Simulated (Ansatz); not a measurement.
Total energies of `N/C(F)=[CH]/[GeH3]`.

```xyz
11

N     0.7135   -2.1015    0.4707
C     0.5469   -0.7764    0.1726
F     1.7415   -0.1673    0.1451
C    -0.5686   -0.0760   -0.0168
Ge   -0.5822    1.8336   -0.2542
H    -0.0986   -2.6775    0.3269
H     1.5710   -2.5095    0.1325
H    -1.5041   -0.6220   -0.0125
H    -2.0460    2.3037   -0.2068
H     0.0168    2.2457   -1.6123
H     0.2100    2.5471    0.8549
```

Charge 0, multiplicity 1. Correlated methods include outer-core shells of Ge, which these sets cover unevenly. Scalar relativity is left out up to krypton. The geometry is a stationary point of PBE0-D4/def2-TZVP. It is one conformer, not always the lowest. Basis def2-TZVPP, the Gaussian-basis code of Ansatz.

RPA on PBE orbitals: Hartree–Fock energy of these orbitals -2308.48219 Eh, correlation -1.64697 Eh (frozen core).

```csv
functional,energy without D4 (Eh),D4 term (kJ/mol)
LDA (SPW92),-2306.51335,–
PBE,-2310.91021,-20.4
revPBE,-2311.25771,-64.8
r2SCAN,-2311.36612,-5.1
B97M-V,-2311.06547,–
B3LYP,-2311.54520,-32.8
CAM-B3LYP,-2311.52356,-17.3
LC-ωPBE,-2311.08123,–
ωB97X-V,-2311.22893,–
PBE-QIDH,-2310.61612,–
```

Give the same for BLYP, PBE0, r2SCANh, r2SCAN0, HSE06 (plane-wave form), BHLYP, ωB97M-V, B2PLYP. (Best estimate.)

The calculation gave: 
```tsv
functional	energy without D4 (Eh)	D4 term (kJ/mol)
BLYP	-2311.48207	-45.2
PBE0	-2310.97644	-17.2
r2SCANh	-2311.34570	-5.4
r2SCAN0	-2311.31676	-5.9
HSE06 (plane-wave form)	-2310.96539	-16.0
BHLYP	-2311.35202	-24.4
ωB97M-V	-2311.28933	–
B2PLYP	-2310.95429	–
```

B3LYP takes the VWN-RPA correlation (the form of Gaussian; ORCA's B3LYP/G). HSE06 is the plane-wave form, built on full-range PBE exchange. The double hybrids freeze the cores in their second-order part.

LC-ωPBE has ω = 0.4 bohr⁻¹.
